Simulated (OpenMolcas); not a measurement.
A calculation on Fe2+.

* Program: OpenMolcas
* Method: CASSCF
* Basis: ANO-RCC-VTZP [6s5p3d2f1g]
* Scalar Hamiltonian: DKH2, point nucleus
* Active space: 6 electrons in 6 orbitals (3d 4s)
* State averaging: 2S+1 = 5 even, 30 roots; 2S+1 = 7 even, 1 root kept (CI in the orbitals of an earlier block); 2S+1 = 3 even, 121 roots kept (CI in the orbitals of an earlier block, 98 in the spin-orbit step); 2S+1 = 1 even, 96 roots kept (CI in the orbitals of an earlier block, 69 in the spin-orbit step)
* Spin-orbit coupling: state interaction with AMFI integrals over the reference wave functions, term energies averaged over their components

Task: Which level of the active space comes out lowest?

Result: 3d⁶ ⁵D₄, with 100 % of that term; it is also the measured ground level.

Task: How high does 3d⁵ 4s ⁷S₃ lie?

Result: 10482 cm⁻¹ above the lowest level; measured 30089 cm⁻¹ above the ground level, so the calculation is off by -65 %.

Task: How high does 3d⁶ ⁵D₀ lie?

Result: 1141 cm⁻¹ above the lowest level; measured 1027 cm⁻¹ above the ground level, so the calculation is off by +11 %.

Task: How high does 3d⁶ ³P₂(1) lie?

Result: 26200 cm⁻¹ above the lowest level; measured 19405 cm⁻¹ above the ground level, so the calculation is off by +35 %.

Task: The level at 27415 cm⁻¹ has J = 4. What is it made of, and what is its g factor?

Result: 96 % 3d⁶ ³F₄(1), 3 % 3d⁶ ³G; g = 1.241, against 1.251 from Landé's formula for the pure leading term.

Measured values: Corliss and Sugar, J. Phys. Chem. Ref. Data 11, 135 (1982).

Some high roots are left out of the spin-orbit mixing, which shifts the levels that they would mix with. Without dynamic correlation excited terms often stand tens of per cent too high (terms of higher spin than the ground term too low), and those without a measured partner can miss by more than the paired ones. Terms from blocks run as CI alone lack orbitals of their own. A single d shell beside an s shell can misplace configurations of different d count against each other. Measured partners are found by configuration, term and J. A level has none where our copy of the source lacks it or the pairing is in doubt (some pairs that miss far off the trend of their configuration count as doubtful), and it then counts in no deviation. Only configurations of the active space appear.

A number in round brackets counts repeated terms of one configuration in the order of the reference energies.
